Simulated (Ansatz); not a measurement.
System: SnH3, net charge -1, singlet state. Whether it binds its extra electron was not tested at this geometry. 
Geometry from a B3LYP-D3(BJ)/def2-TZVP (Ansatz, a program for electronic structure) optimisation:
```
Sn
H 1 1.8076
H 1 1.8076 2 92.58
H 1 1.8076 2 92.58 3 92.70
```
Charge -1, spin multiplicity 1.

Basis-set convergence of Hartree-Fock and CCSD(T) correlation energies (hartree) with Ansatz. Cores are frozen in the correlated levels unless marked. Spin-orbit coupling is left out. Frozen are the shells of the preceding noble gas and the d and f shells that filled before the atom's block. In def2 rows, elements after Kr have scalar-relativistic effective core potentials.

```
basis        functions       E(HF)  E(corr, CCSD(T))  rough core time
-----------  ---------  ----------  ----------------  ---------------
def2-SVPD           56  -215.06594          -0.14498       under 20 s
def2-TZVPPD        107  -215.07733          -0.16529       under 20 s
def2-QZVPPD        187  -215.07936          -0.17233             26 s
```

Extrapolating the two largest sets (X = 3 and 4) as X^-3: E(corr) = (64·(-0.17233) - 27·(-0.16529))/37 = -0.1775 Eh, an estimate of the basis-set limit. The largest set recovers 97.1 % of it, the smallest 81.7 %.
